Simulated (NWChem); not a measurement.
System: C2Cl3 cation

Input file for NWChem:

```
start job
memory heap 200 mb stack 900 mb global 1100 mb
charge 1
geometry units angstroms noautosym nocenter noautoz
  Cl    -0.621609    -2.330780     0.000000
  C     -0.244160    -0.814534     0.000000
  C      0.072637     0.458718     0.000000
  Cl     1.709249     0.880269     0.000000
  Cl    -1.176767     1.596974     0.000000
end
basis spherical
  * library def2-svp
end
dft
  xc xpbe96 cpbe96
  iterations 150
end
property
  efieldgrad
end
task dft property
```

Geometry: optimised at PBE0/def2-SVP.

Vzz is the largest principal value of the second derivative of the potential at the nucleus (NWChem prints the opposite sign); η is the asymmetry. Non-relativistic.

Atoms are numbered as in the input.

Q: Give the results of this calculation. (PBE/def2-SVP.) Quantities: Vzz Cl1 (a.u.); η Cl1; Vzz Cl5 (a.u.); η Cl5.

A: 
- Vzz Cl1 (a.u.) = 3.059
- η Cl1 = 0.96
- Vzz Cl5 (a.u.) = 3.825
- η Cl5 = 0.14
